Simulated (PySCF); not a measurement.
C₆ coefficients of unlike pairs at M06-L

Calculated with PySCF 2.14 from the dipole response of each species, C₆(A,B) = (3/π) ∫ α_A(iu) α_B(iu) du, in atomic units, from isotropic polarisabilities. For ions this is the dispersion term alone; charge-induced terms of lower order in 1/R come first.

```csv
species,configuration,basis,relativity,α (bohr³),C₆ (like pair)
F(2+),[He] 2s2 2p3 (4S),"x2c-QZVPPall with one added diffuse shell each of s, p, d, f type (8s5p4d3f1g)",spin-free X2C,1.300,1.636
N,[He] 2s2 2p3 (4S),aug-cc-pwCVQZ (9s8p6d4f2g),none,7.531,25.69
Si,[Ne] 3s2 3p2 (3P),def2-TZVPPD (6s5p4d1f),none,41.15,345.7
```

(1) Estimate C₆ for Si with N.

No spin-orbit coupling is included.

The other pairs:

```
     pair     C₆
Si, F(2+)  18.28
 N, F(2+)  6.049
```

Results:

(1) The integral gives 87.68. The combination rule 2 C_A C_B / (C_A α_B/α_A + C_B α_A/α_B) gives 87.21 and the geometric mean 94.23.
